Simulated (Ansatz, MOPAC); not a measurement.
System: C₂H₉Si₂, charge 0, multiplicity 2. SMILES: [CH2][SiH](C)[SiH3]

Atoms: C1, Si2, C3, Si4, H5, H6, H7, H8, H9, H10, H11, H12, H13. Bonds: C1-Si2, C1-H5, C1-H6, Si2-C3, Si2-Si4, Si2-H7, C3-H8, C3-H9, C3-H10, Si4-H11, Si4-H12, Si4-H13.

Bond lengths (Å) and angles (degrees) optimised at PM3 with MOPAC; PM6 with MOPAC; MNDO with MOPAC; HF/STO-3G with Ansatz (a quantum-chemistry and plane-wave program); PBE/6-31G* with Ansatz; MP2/6-31G* with Ansatz, each started from the B3LYP-D3(BJ)/def2-TZVP structure (Ansatz) of the last column. A row stands for all coordinates that are equal there; 13 of 31 kinds are shown. 6-31G* holds six Cartesian d functions. No wavenumbers were computed at MNDO, HF/STO-3G, PBE/6-31G*, MP2/6-31G*, so these may be saddle points.

```json
[
 {"coordinate": "C1-Si2", "PM3": "1.770", "PM6": "1.840", "MNDO": "1.754", "HF/STO-3G": "1.844", "PBE/6-31G*": "1.852", "MP2/6-31G*": "1.856", "B3LYP-D3(BJ)/def2-TZVP": "1.837"},
 {"coordinate": "C1-H5", "PM3": "1.082", "PM6": "1.080", "MNDO": "1.084", "HF/STO-3G": "1.081", "PBE/6-31G*": "1.096", "MP2/6-31G*": "1.086", "B3LYP-D3(BJ)/def2-TZVP": "1.084"},
 {"coordinate": "C1-H6", "PM3": "1.082", "PM6": "1.077", "MNDO": "1.084", "HF/STO-3G": "1.081", "PBE/6-31G*": "1.097", "MP2/6-31G*": "1.086", "B3LYP-D3(BJ)/def2-TZVP": "1.085"},
 {"coordinate": "Si2-C3", "PM3": "1.870", "PM6": "1.867", "MNDO": "1.810", "HF/STO-3G": "1.869", "PBE/6-31G*": "1.901", "MP2/6-31G*": "1.890", "B3LYP-D3(BJ)/def2-TZVP": "1.881"},
 {"coordinate": "Si2-Si4", "PM3": "2.421", "PM6": "2.154", "MNDO": "2.182", "HF/STO-3G": "2.254", "PBE/6-31G*": "2.368", "MP2/6-31G*": "2.349", "B3LYP-D3(BJ)/def2-TZVP": "2.358"},
 {"coordinate": "Si2-H7", "PM3": "1.497", "PM6": "1.494", "MNDO": "1.389", "HF/STO-3G": "1.426", "PBE/6-31G*": "1.507", "MP2/6-31G*": "1.493", "B3LYP-D3(BJ)/def2-TZVP": "1.488"},
 {"coordinate": "C3-H8", "PM3": "1.095", "PM6": "1.100 to 1.102", "MNDO": "1.106", "HF/STO-3G": "1.082", "PBE/6-31G*": "1.103", "MP2/6-31G*": "1.094", "B3LYP-D3(BJ)/def2-TZVP": "1.092"},
 {"coordinate": "C3-H9", "PM3": "1.094", "PM6": "1.102", "MNDO": "1.106", "HF/STO-3G": "1.083", "PBE/6-31G*": "1.103", "MP2/6-31G*": "1.094", "B3LYP-D3(BJ)/def2-TZVP": "1.091"},
 {"coordinate": "C1-Si2-C3", "PM3": "113.7", "PM6": "112.4", "MNDO": "109.8", "HF/STO-3G": "109.2", "PBE/6-31G*": "112.2", "MP2/6-31G*": "110.4", "B3LYP-D3(BJ)/def2-TZVP": "111.6"},
 {"coordinate": "C1-Si2-Si4", "PM3": "106.3", "PM6": "107.0", "MNDO": "111.2", "HF/STO-3G": "111.4", "PBE/6-31G*": "108.8", "MP2/6-31G*": "109.7", "B3LYP-D3(BJ)/def2-TZVP": "108.4"},
 {"coordinate": "C3-Si2-Si4", "PM3": "109.9", "PM6": "115.1", "MNDO": "113.5", "HF/STO-3G": "111.0", "PBE/6-31G*": "109.7", "MP2/6-31G*": "110.0", "B3LYP-D3(BJ)/def2-TZVP": "109.5"},
 {"coordinate": "Si2-C1-H5", "PM3": "123.6", "PM6": "122.9", "MNDO": "122.5", "HF/STO-3G": "122.6", "PBE/6-31G*": "122.6", "MP2/6-31G*": "122.8", "B3LYP-D3(BJ)/def2-TZVP": "122.8"},
 {"coordinate": "Si2-C1-H6", "PM3": "123.3", "PM6": "124.4", "MNDO": "124.0", "HF/STO-3G": "122.6", "PBE/6-31G*": "122.5", "MP2/6-31G*": "122.3", "B3LYP-D3(BJ)/def2-TZVP": "122.4"}
]
```

A range marks coordinates that this level makes unequal.

Mean signed difference of all 12 bond lengths from B3LYP-D3(BJ)/def2-TZVP: PM3 0.001 Å, PM6 -0.011 Å, MNDO -0.059 Å, HF/STO-3G -0.033 Å, PBE/6-31G* 0.015 Å, MP2/6-31G* 0.004 Å.
